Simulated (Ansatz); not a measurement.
```yaml
crystal:
  periodic: [false, false, false]
  atoms:
    - {symbol: C, position_ang: [-4.253109, 1.199858, -0.609341]}
    - {symbol: C, position_ang: [-3.719744, 0.824747, 0.763446]}
    - {symbol: C, position_ang: [-2.937491, 1.940170, 1.448619]}
    - {symbol: C, position_ang: [-1.711568, 2.435282, 0.690776]}
    - {symbol: C, position_ang: [-0.664583, 1.365440, 0.425778]}
    - {symbol: C, position_ang: [0.587885, 1.919114, -0.236061]}
    - {symbol: C, position_ang: [1.615621, 0.861908, -0.615518]}
    - {symbol: C, position_ang: [2.230008, 0.138985, 0.573737]}
    - {symbol: C, position_ang: [3.347401, -0.828601, 0.201024]}
    - {symbol: C, position_ang: [2.946060, -1.953546, -0.745539]}
    - {symbol: C, position_ang: [1.830673, -2.834002, -0.208741]}
    - {symbol: C, position_ang: [1.477027, -3.994491, -1.108305]}
    - {symbol: Cl, position_ang: [2.813466, -5.176912, -1.251839]}
    - {symbol: H, position_ang: [-3.445736, 1.397573, -1.318877]}
    - {symbol: H, position_ang: [-4.866625, 0.398833, -1.028110]}
    - {symbol: H, position_ang: [-4.872513, 2.100324, -0.558126]}
    - {symbol: H, position_ang: [-4.556655, 0.541706, 1.410260]}
    - {symbol: H, position_ang: [-3.093480, -0.070021, 0.680590]}
    - {symbol: H, position_ang: [-2.624387, 1.593925, 2.440622]}
    - {symbol: H, position_ang: [-3.611069, 2.787826, 1.621509]}
    - {symbol: H, position_ang: [-2.016285, 2.884841, -0.261363]}
    - {symbol: H, position_ang: [-1.250145, 3.246528, 1.265644]}
    - {symbol: H, position_ang: [-1.085131, 0.580911, -0.215269]}
    - {symbol: H, position_ang: [-0.406237, 0.877471, 1.372763]}
    - {symbol: H, position_ang: [1.053221, 2.656582, 0.430139]}
    - {symbol: H, position_ang: [0.293553, 2.469969, -1.137044]}
    - {symbol: H, position_ang: [2.419285, 1.332252, -1.194651]}
    - {symbol: H, position_ang: [1.143200, 0.137544, -1.289982]}
    - {symbol: H, position_ang: [2.630866, 0.884714, 1.270377]}
    - {symbol: H, position_ang: [1.451516, -0.394554, 1.128599]}
    - {symbol: H, position_ang: [3.755919, -1.268933, 1.117881]}
    - {symbol: H, position_ang: [4.168353, -0.264634, -0.256141]}
    - {symbol: H, position_ang: [3.822500, -2.576312, -0.945747]}
    - {symbol: H, position_ang: [2.641441, -1.539652, -1.713710]}
    - {symbol: H, position_ang: [2.094901, -3.214985, 0.783623]}
    - {symbol: H, position_ang: [0.913597, -2.245816, -0.082205]}
    - {symbol: H, position_ang: [1.254912, -3.661665, -2.122982]}
    - {symbol: H, position_ang: [0.623354, -4.552386, -0.725847]}
basis:
  gaussian: {orbitals: "6-31G*"}
hamiltonian: {xc: {name: CCSD(T)}, pseudopotentials: {relativity: scalar}}
```

```sh
$ ansatz run in.yaml --threads 11 --pin off --events-out ev --progress --plain --max-ram 174080MiB --backend cpu
```

(1) How does Ansatz answer? (Estimate.)

Answers

(1) The calculation gave: The input was rejected before any iteration.
```
Error: YAML parse error: error: line 44 column 19: hamiltonian.xc: no functional is named "CCSD(T)"; the names, which are not case-sensitive, are SVWN5, SPW92, PBE, PBE0, PBEsol, revPBE, revPBE0, RPBE, rPW86-PBE, HSE06, wPBEh, LC-wPBE, HISS, HF, BLYP, B3LYP, B3LYP5, BHLYP, CAM-B3LYP, r2SCAN, r2SCANh, r2SCAN0, r2SCAN50, m-r2SCAN, B97, wB97, wB97X, wB97X-V, B97M-V, wB97M-V, B2PLYP, B2GP-PLYP, PBE0-DH, PBE-QIDH
42 | basis:
43 |   gaussian: {orbitals: "6-31G*"}
44 | hamiltonian: {xc: {name: CCSD(T)}, pseudopotentials: {relativity: scalar}}
```

HSE06 is defined as in plane-wave codes.
